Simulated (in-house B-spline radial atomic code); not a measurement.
Values are calculated unless marked as measured or tabulated.
# Two electrons in Si: a spherical dot of radius 18.2 nm with hard walls

For Si the NSM archive of the Ioffe Institute lists m_l = 0.98 m0, m_t = 0.19 m0 and ε = 11.7; the model takes one isotropic valley with the conductivity mass 3/(1/m_l + 2/m_t) = 0.26 m0, and so misses anisotropy and the other valleys. All triplets below are those of one valley; with several valleys two electrons can form a triplet in the 1s orbital itself, at an energy set by the valley splitting.

Effective-mass model with parabolic bands, a uniform dielectric constant, no image charges, no central-cell or spin-orbit terms. Two-electron levels come from full CI in B-splines with partial waves to l = 5 (up to 0.001 effective hartree above the limit).

Question: What are the effective units, and what is the potential in them?

Answer: Ha* = 27211.386 meV × 0.26/11.7² = 51.68 meV and a* = 0.0529177 nm × 11.7/0.26 = 2.381 nm. The radius is R = 7.66 a*. The one-electron levels are π²/2R² = 0.0841 and 4.4934²/2R² = 0.1721 Ha*.

In these units the lowest s and p orbitals lie at 0.084103 and 0.172054, and their Coulomb and exchange integrals are J_ss = 0.233169, J_sp = 0.211446 and K_sp = 0.04695. (For an empty sphere J_ss = 1.786/R.) Full CI gives 0.357615 for the ground singlet, 0.409281 for the sp triplet, 0.465333 for the sp singlet and 0.603400 for the lowest triplet of two s orbitals.

Question: What does it cost to add the second electron, to first order and exactly?

Answer: To first order E = 2ε_s + J_ss = 0.401375, so the charging energy E(2) − 2E(1) is J_ss = 12.05 meV. CI gives 0.357615 − 2 × (0.084103) = 0.189409, or 9.789 meV: relaxation and correlation lower it by 2.262 meV, 18.8 % of J_ss. The s² configuration of one-electron orbitals holds 86.2 % of the state, and the mean radius is 10 nm.

Question: How far above the singlet do the triplets lie?

Answer: To first order the sp triplet lies at ε_s + ε_p + J_sp − K_sp = 0.420651, which is 0.9962 meV above 2ε_s + J_ss. CI gives 0.409281 − (0.357615) = 0.051666, or 2.67 meV, 59 % of the orbital spacing of 4.546 meV. The ss triplet lies 12.7 meV up, so the lower of the two is the sp one, and its gap equals k_BT at 31 K. The sp singlet-triplet splitting is 2.897 meV, against 2K_sp = 4.853 meV.
